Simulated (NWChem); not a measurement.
The numbers come from NWChem runs, not from measurements. System: Ga, charge 2, spin multiplicity 2. Its SCF solution wasn't tested for a lower state. Level: UMP2/def2-TZVP, 9 core orbitals frozen.

Input file:

```
start mol
memory heap 200 mb stack 900 mb global 1100 mb
charge 2
geometry units angstroms nocenter noautoz
  Ga     0.000000     0.000000     0.000000
  symmetry group D2h
end
basis spherical
  * library def2-tzvp
end
scf
  uhf
  nopen 1
  maxiter 100
  thresh 1e-7
  semidirect memsize 60000000 filesize 0
  # guess.movecs holds the orbitals of an unrestricted PBE0 run
  vectors input guess.movecs output mol.movecs
end
mp2
  freeze core 9
end
task mp2 energy
```

NWChem printed:

```
             Northwest Computational Chemistry Package (NWChem) 7.3.0
             --------------------------------------------------------

                                NWChem Input Module
                                -------------------

 Scaling coordinates for geometry "geometry" by  1.889725989
 (inverse scale =  0.529177249)

                             Geometry "geometry" -> ""
                             -------------------------

 Output coordinates in angstroms (scale by  1.889725989 to convert to a.u.)

  No.       Tag          Charge          X              Y              Z
 ---- ---------------- ---------- -------------- -------------- --------------
    1 Ga                  31.0000     0.00000000     0.00000000     0.00000000

 Effective nuclear repulsion energy (a.u.)       0.0000000000

            Nuclear Dipole moment (a.u.)
            ----------------------------
        X                 Y               Z
 ---------------- ---------------- ----------------
     0.0000000000     0.0000000000     0.0000000000

      Symmetry information
      --------------------

 Group name             D2h
 Group number             26
 Group order               8
 No. of unique centers     1

      Symmetry unique atoms

     1


 Summary of "ao basis" -> "" (spherical)
 ------------------------------------------------------------------------------
       Tag                 Description            Shells   Functions and Types
 ---------------- ------------------------------  ------  ---------------------
 *                         def2-tzvp                  on all atoms

 Summary of "ao basis" -> "ao basis" (spherical)
 ------------------------------------------------------------------------------
       Tag                 Description            Shells   Functions and Types
 ---------------- ------------------------------  ------  ---------------------
 Ga                        def2-tzvp                16       48   6s5p4d1f

                                 NWChem SCF Module
                                 -----------------

  ao basis        = "ao basis"
  functions       =    48
  atoms           =     1
  alpha electrons =    15
  beta  electrons =    14
  charge          =   2.00
  wavefunction    = UHF
  use symmetry    = T
  symmetry adapt  = T

 Summary of "ao basis" -> "ao basis" (spherical)
 ------------------------------------------------------------------------------
       Tag                 Description            Shells   Functions and Types
 ---------------- ------------------------------  ------  ---------------------
 Ga                        def2-tzvp                16       48   6s5p4d1f

      Symmetry analysis of basis
      --------------------------

        ag         14
        au          1
        b1g         4
        b1u         7
        b2g         4
        b2u         7
        b3g         4
        b3u         7

 Forming initial guess at       0.0s

   Symmetry analysis of molecular orbitals - initial alpha
   -------------------------------------------------------

  Numbering of irreducible representations:

     1 ag          2 au          3 b1g         4 b1u         5 b2g
     6 b2u         7 b3g         8 b3u

  Orbital symmetries:

     1 ag          2 ag          3 b3u         4 b1u         5 b2u
     6 ag          7 b3u         8 b2u         9 b1u        10 ag
    11 b1g        12 b2g        13 ag         14 b3g        15 ag
    16 b1u        17 b2u        18 b3u        19 ag         20 ag
    21 b3g        22 b1g        23 b2g        24 ag         25 b2u

   Symmetry analysis of molecular orbitals - initial beta
   ------------------------------------------------------

  Numbering of irreducible representations:

     1 ag          2 au          3 b1g         4 b1u         5 b2g
     6 b2u         7 b3g         8 b3u

  Orbital symmetries:

     1 ag          2 ag          3 b3u         4 b1u         5 b2u
     6 ag          7 b3u         8 b2u         9 b1u        10 b3g
    11 ag         12 b1g        13 b2g        14 ag         15 ag
    16 b3u        17 b1u        18 b2u        19 ag         20 ag
    21 b1g        22 b2g        23 ag         24 b3g        25 b3u

 Starting SCF solution at       0.0s

 ----------------------------------------------
         Quadratically convergent UHF

 Convergence threshold     :          1.000E-07
 Maximum no. of iterations :          100
 Integral*density screening:          1.000E-09
 ----------------------------------------------

              iter       energy          gnorm     gmax       time
             ----- ------------------- --------- --------- --------
                 1    -1922.3347793211  5.22D-01  2.55D-01      0.3
                 2    -1922.3406119169  1.84D-01  4.67D-02      0.4
                 3    -1922.3417260907  1.90D-03  1.34D-03      0.4
                 4    -1922.3417268887  3.41D-06  1.01D-06      0.4
                 5    -1922.3417268887  3.71D-09  2.69D-09      0.4

       Final UHF  results
       ------------------

         Total SCF energy =  -1922.341726888703
      One electron energy =  -2662.552966910947
      Two electron energy =    740.211240022244
 Nuclear repulsion energy =      0.000000000000

                       Sz =      0.5000
                 Sz(Sz+1) =      0.7500
                      S^2 =      0.7505

        Time for solution =      0.4s

       Symmetry analysis of molecular orbitals - alpha
       -----------------------------------------------

  Numbering of irreducible representations:

     1 ag          2 au          3 b1g         4 b1u         5 b2g
[...]
   Bfn.  Coefficient  Atom+Function         Bfn.  Coefficient  Atom+Function
  ----- ------------  ---------------      ----- ------------  ---------------
    17      0.697707  1 Ga py                20      0.437869  1 Ga py
    11     -0.213074  1 Ga py

 Vector   17  Occ=0.000000D+00  E=-5.094031D-01  Symmetry=b1u
              MO Center= -1.2D-20, -7.1D-17, -5.4D-19, r^2= 2.7D+00
   Bfn.  Coefficient  Atom+Function         Bfn.  Coefficient  Atom+Function
  ----- ------------  ---------------      ----- ------------  ---------------
    18      0.697707  1 Ga pz                21      0.437869  1 Ga pz
    12     -0.213074  1 Ga pz

 Vector   18  Occ=0.000000D+00  E=-5.094031D-01  Symmetry=b3u
              MO Center= -8.8D-17, -2.7D-16,  4.7D-16, r^2= 2.7D+00
   Bfn.  Coefficient  Atom+Function         Bfn.  Coefficient  Atom+Function
  ----- ------------  ---------------      ----- ------------  ---------------
    16      0.697707  1 Ga px                19      0.437869  1 Ga px
    10     -0.213074  1 Ga px

                     UHF Final Beta Molecular Orbital Analysis
                     -----------------------------------------

 Vector   12  Occ=1.000000D+00  E=-1.923320D+00  Symmetry=b1g
              MO Center=  6.9D-20,  1.5D-18,  8.8D-22, r^2= 2.2D-01
   Bfn.  Coefficient  Atom+Function         Bfn.  Coefficient  Atom+Function
  ----- ------------  ---------------      ----- ------------  ---------------
    22      0.911298  1 Ga d -2              27      0.206544  1 Ga d -2

 Vector   13  Occ=1.000000D+00  E=-1.923320D+00  Symmetry=b2g
              MO Center= -7.0D-19,  2.9D-22, -4.4D-18, r^2= 2.2D-01
   Bfn.  Coefficient  Atom+Function         Bfn.  Coefficient  Atom+Function
  ----- ------------  ---------------      ----- ------------  ---------------
    25      0.911298  1 Ga d  1              30      0.206544  1 Ga d  1

 Vector   14  Occ=1.000000D+00  E=-1.923320D+00  Symmetry=ag
              MO Center= -2.2D-15,  2.1D-16,  1.6D-16, r^2= 2.2D-01
   Bfn.  Coefficient  Atom+Function         Bfn.  Coefficient  Atom+Function
  ----- ------------  ---------------      ----- ------------  ---------------
    26      0.787988  1 Ga d  2              24     -0.457754  1 Ga d  0
    31      0.178596  1 Ga d  2

 Vector   15  Occ=0.000000D+00  E=-6.690674D-01  Symmetry=ag
              MO Center=  3.1D-21,  2.6D-30,  5.4D-22, r^2= 1.8D+00
   Bfn.  Coefficient  Atom+Function         Bfn.  Coefficient  Atom+Function
  ----- ------------  ---------------      ----- ------------  ---------------
     5      0.736133  1 Ga s                  6      0.442350  1 Ga s
     4     -0.327681  1 Ga s                  3     -0.213503  1 Ga s

 Vector   16  Occ=0.000000D+00  E=-4.368280D-01  Symmetry=b3u
              MO Center=  7.0D-16,  1.2D-15, -3.1D-15, r^2= 3.2D+00
   Bfn.  Coefficient  Atom+Function         Bfn.  Coefficient  Atom+Function
  ----- ------------  ---------------      ----- ------------  ---------------
    16      0.568172  1 Ga px                19      0.567885  1 Ga px
    10     -0.186189  1 Ga px

 Vector   17  Occ=0.000000D+00  E=-4.368280D-01  Symmetry=b2u
              MO Center= -7.0D-18, -1.0D-16,  1.4D-17, r^2= 3.2D+00
   Bfn.  Coefficient  Atom+Function         Bfn.  Coefficient  Atom+Function
  ----- ------------  ---------------      ----- ------------  ---------------
    17      0.568172  1 Ga py                20      0.567885  1 Ga py
    11     -0.186189  1 Ga py

 center of mass
 --------------
 x =   0.00000000 y =   0.00000000 z =   0.00000000

 moments of inertia (a.u.)
 ------------------
           0.000000000000           0.000000000000           0.000000000000
           0.000000000000           0.000000000000           0.000000000000
           0.000000000000           0.000000000000           0.000000000000

  Mulliken analysis of the total density
  --------------------------------------

    Atom       Charge   Shell Charges
 -----------   ------   -------------------------------------------------------
    1 Ga  31    29.00   2.00  2.00  1.17  0.80  0.86  0.17  5.98  4.42  1.58  0.03 -0.00  8.94  1.12 -0.07  0.02  0.00

  Mulliken analysis of the alpha density
  --------------------------------------

    Atom       Charge   Shell Charges
 -----------   ------   -------------------------------------------------------
    1 Ga  31    15.00   1.00  1.00  0.60  0.38  0.85  0.18  2.99  2.21  0.79  0.02 -0.00  4.45  0.57 -0.03  0.01  0.00

   Mulliken analysis of the beta density
   -------------------------------------

    Atom       Charge   Shell Charges
 -----------   ------   -------------------------------------------------------
    1 Ga  31    14.00   1.00  1.00  0.57  0.43  0.01 -0.00  2.99  2.21  0.79  0.01 -0.00  4.48  0.55 -0.04  0.01  0.00

   Mulliken analysis of the spin density
   -------------------------------------

    Atom       Charge   Shell Charges
 -----------   ------   -------------------------------------------------------
    1 Ga  31     1.00   0.00  0.00  0.03 -0.05  0.84  0.18 -0.00 -0.00  0.00  0.00 -0.00 -0.03  0.02  0.00  0.00 -0.00

       Multipole analysis of the density wrt the origin
       ------------------------------------------------

     L   x y z        total         alpha         beta         nuclear
     -   - - -        -----         -----         ----         -------
     0   0 0 0      2.000000    -15.000000    -14.000000     31.000000

     1   1 0 0      0.000000      0.000000      0.000000      0.000000
     1   0 1 0     -0.000000     -0.000000     -0.000000      0.000000
     1   0 0 1     -0.000000     -0.000000     -0.000000      0.000000

     2   2 0 0     -5.948907     -3.886966     -2.061941      0.000000
     2   1 1 0      0.000000     -0.000000      0.000000      0.000000
     2   1 0 1      0.000000     -0.000000      0.000000      0.000000
     2   0 2 0     -5.948907     -3.886966     -2.061941      0.000000
     2   0 1 1     -0.000000      0.000000     -0.000000      0.000000
     2   0 0 2     -5.948907     -3.886966     -2.061941      0.000000

                   NWChem MP2 Semi-direct Energy/Gradient Module
                   ---------------------------------------------

  Basis functions       =     48
  Molecular orbitals    =     48
  Frozen core           =      9
  Frozen virtuals       =      0
  Active alpha occupied =      6
  Active beta occupied  =      5
  Active alpha virtual  =     33
  Active beta virtual   =     34
  Use MO symmetry       = T
  Use skeleton AO sym   = T

  AO/Fock/Back tols     =   1.0D-09  1.0D-09  1.0D-09

 GA uses MA = F    GA memory limited = T

 Available:
  local mem=  1.26D+08
 global mem=  1.44D+08
 local disk=  0.00D+00
  mp2_memr nvloc                    33
  nvloc new                    33
   1 passes of   6:        3145728                      14596                    795688.
   1 passes of   6: M    126152337           G      144174592           F     123006609.

 Semi-direct pass number   1 of   1  for UHF alpha       at        0.4s
  vrange nnbf                  1176
  mp2_eaftype                    10  avail_ma_in_mb                  1099
 EAF : mp2_eaftype filesize          10     397844.
  mp2_eaf for mointskh                     10
Node 0 wrote      1.9 Mb in      0.0 s     Agg I/O rate:  1754.2 Mb/s
 Done moints_semi at        1.2s
  mp2_eaftype                    10  avail_ma_in_mb                  1089
 EAF : mp2_eaftype filesize          10     397844.
  mp2_eaf for kh                    10
 Done maket at        1.2s
 Done multipass loop at        1.2s

 GA uses MA = F    GA memory limited = T

 Available:
  local mem=  1.26D+08
 global mem=  1.44D+08
 local disk=  0.00D+00
  mp2_memr nvloc                    34
  nvloc new                    34
   1 passes of   5:        3145728                      13196                    683733.
   1 passes of   5: M    126152337           G      144174592           F     123006609.

 Semi-direct pass number   1 of   1  for UHF beta        at        1.2s
  vrange nnbf                  1176
  mp2_eaftype                    10  avail_ma_in_mb                  1099
 EAF : mp2_eaftype filesize          10     341867.
  mp2_eaf for mointskh                     10
Node 0 wrote      1.6 Mb in      0.0 s     Agg I/O rate:  2191.9 Mb/s
 Done moints_semi at        1.9s
  mp2_eaftype                    10  avail_ma_in_mb                  1089
 EAF : mp2_eaftype filesize          10     341867.
  mp2_eaf for kh                    10
 Done maket at        1.9s
 Done multipass loop at        1.9s

          -------------------------------------------
          SCF energy               -1922.341726888703
          Correlation energy          -0.123638886899
          Singlet pairs                0.000000000000
          Triplet pairs                0.000000000000
          Total MP2 energy         -1922.465365775602
          -------------------------------------------

          ---------------------------------------------------
                    Spin Component Scaled (SCS) MP2
          Same spin pairs                     -0.043665160265
          Same spin scaling factor             0.333333333333
          Opposite spin pairs                 -0.079973726634
          Opposite spin scaling fact.          1.200000000000
          SCS-MP2 correlation energy          -0.110523525382
          Total SCS-MP2 energy             -1922.452250414085
          ---------------------------------------------------

 -----------------------
 Performance information
 -----------------------

 Timer overhead =  9.63D-08 seconds/call

               Nr. of calls         CPU time (s)                 Wall time (s)                GFlops
             ---------------    -------------------     ------------------------------   -------------------
Name         Min   Avg   Max    Min     Avg     Max     Min     Avg     Max   Mx/calls   Min     Max     Sum
mp2: moin     2     2     2    1.4     1.4     1.4      1.4     1.4     1.4    0.72      0.0     0.0     0.0
mp2: make     2     2     2   9.87E-3 9.87E-3 9.87E-3  9.87E-3 9.87E-3 9.87E-3 4.94E-3   0.0     0.0     0.0
mp2: tota     1     1     1    1.5     1.5     1.5      1.5     1.5     1.5     1.5      0.0     0.0     0.0

 The average no. of pstat calls per process was 5.00D+00
 with a timing overhead of 4.81D-07s

 Task  times  cpu:        1.9s     wall:        1.9s

 Total times  cpu:        1.9s     wall:        1.9s
```
